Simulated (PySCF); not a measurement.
C2H7ClGeSi, SMILES Cl[SiH2]/C=[CH]/[GeH3], CAM-B3LYP/def2-SVP optimised geometry.

```
12

Si    -0.89    -2.74     4.04
Cl    -2.96    -2.77     4.08
C     -0.32    -1.84     2.51
C     -1.13    -1.31     1.59
Ge    -0.51    -0.37     0.00
H     -0.40    -4.15     4.04
H     -0.40    -2.07     5.27
H      0.77    -1.76     2.37
H     -2.21    -1.40     1.74
H      1.03    -0.37     0.00
H     -1.03    -1.07    -1.26
H     -1.03     1.07     0.00
```

Density from PySCF with CAM-B3LYP/def2-TZVP at that geometry.

Minimum of the electron density along straight lines between bonded atoms, close to the bond critical point (lines longer than 1.1 times the sum of covalent radii, or with two minima, are not listed):

```json
[
 {"bond": "Si1–Cl2", "length / Å": "2.074", "ρ at the minimum / e bohr⁻³": "0.096", "∇²ρ there / e bohr⁻⁵": "0.21", "position (fraction from the first atom)": "0.36"},
 {"bond": "Si1–C3", "length / Å": "1.865", "ρ at the minimum / e bohr⁻³": "0.126", "∇²ρ there / e bohr⁻⁵": "0.19", "position (fraction from the first atom)": "0.39"},
 {"bond": "C3–C4", "length / Å": "1.338", "ρ at the minimum / e bohr⁻³": "0.347", "∇²ρ there / e bohr⁻⁵": "-1.04", "position (fraction from the first atom)": "0.50"},
 {"bond": "C4–Ge5", "length / Å": "1.945", "ρ at the minimum / e bohr⁻³": "0.130", "∇²ρ there / e bohr⁻⁵": "0.12", "position (fraction from the first atom)": "0.53"},
 {"bond": "Si1–H6", "length / Å": "1.485", "ρ at the minimum / e bohr⁻³": "0.125", "∇²ρ there / e bohr⁻⁵": "0.13", "position (fraction from the first atom)": "0.49"},
 {"bond": "Si1–H7", "length / Å": "1.485", "ρ at the minimum / e bohr⁻³": "0.125", "∇²ρ there / e bohr⁻⁵": "0.13", "position (fraction from the first atom)": "0.49"},
 {"bond": "C3–H8", "length / Å": "1.100", "ρ at the minimum / e bohr⁻³": "0.273", "∇²ρ there / e bohr⁻⁵": "-0.93", "position (fraction from the first atom)": "0.65"},
 {"bond": "C4–H9", "length / Å": "1.098", "ρ at the minimum / e bohr⁻³": "0.278", "∇²ρ there / e bohr⁻⁵": "-0.97", "position (fraction from the first atom)": "0.65"},
 {"bond": "Ge5–H10", "length / Å": "1.536", "ρ at the minimum / e bohr⁻³": "0.134", "∇²ρ there / e bohr⁻⁵": "0.06", "position (fraction from the first atom)": "0.59"},
 {"bond": "Ge5–H11", "length / Å": "1.537", "ρ at the minimum / e bohr⁻³": "0.134", "∇²ρ there / e bohr⁻⁵": "0.06", "position (fraction from the first atom)": "0.59"},
 {"bond": "Ge5–H12", "length / Å": "1.537", "ρ at the minimum / e bohr⁻³": "0.134", "∇²ρ there / e bohr⁻⁵": "0.06", "position (fraction from the first atom)": "0.59"}
]
```
